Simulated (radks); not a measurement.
Task: The mean radii <r> (bohr) of the occupied orbitals of an atom or ion are listed with their occupations. Method: scalar-relativistic Kohn-Sham, r2SCAN, spin-polarised, spherical densities, finite nucleus; meta-GGA in the generalised Kohn-Sham scheme; Fermi nuclear charge, rms radius of each element as measured or else 0.836 A^(1/3) + 0.57 fm; computed with a radial shooting solver on a logarithmic mesh with Libxc functionals.

| orbital | occ. | <r> |
|---|---|---|
| 1s down | 1 | 0.04276 |
| 1s up | 1 | 0.04276 |
| 2s up | 1 | 0.1893 |
| 2s down | 1 | 0.1890 |
| 2p up | 3 | 0.1654 |
| 2p down | 3 | 0.1651 |
| 3s up | 1 | 0.5306 |
| 3s down | 1 | 0.5330 |
| 3p up | 3 | 0.5348 |
| 3p down | 3 | 0.5380 |
| 3d up | 5 | 0.5215 |
| 3d down | 2 | 0.5271 |

Name the element and its charge. Open shells, if any, are filled with parallel spins first.

Result: Z = 35, bromine, charge +10: Br10+ in [Ar] 3d7. The 1s radius gives Z: for a bare nucleus <r> = (2 gamma + 1)/(2Z) with gamma = sqrt(1 - (Z/c)^2), 0.04191 bohr for Z = 35, and screening makes it slightly larger (0.04276 here). The occupations add up to 25, and the charge is Z minus that.
